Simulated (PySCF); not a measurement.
These are M06-2X/def2-TZVP // B3LYP-D3(BJ)/def2-TZVP (PySCF) values and carry that method's errors. All species are isolated molecules in the gas phase. One relaxed conformer stands for a flexible species; it need not be the lowest. Excitations are Tamm–Dancoff values on a coarser integration grid. The basis has no diffuse functions, so Rydberg states are missing or too high.

Reference species (SMILES): `C1COC1` (neutral, multiplicity 1).

```
Property               Result
-------------------  --------
HOMO–LUMO gap        10.78 eV
S1 excitation (TDA)   7.28 eV
```

Changed species: `C(=C/O)/C` (C–C–O–H torsion 0°).

Problem. Predict the effect on the HOMO–LUMO gap and S1 excitation (TDA).

Solution. the HOMO–LUMO gap drops by 1.55 eV, to 9.23 eV; the S1 excitation (TDA) decreases by 1.08 eV, to 6.20 eV.
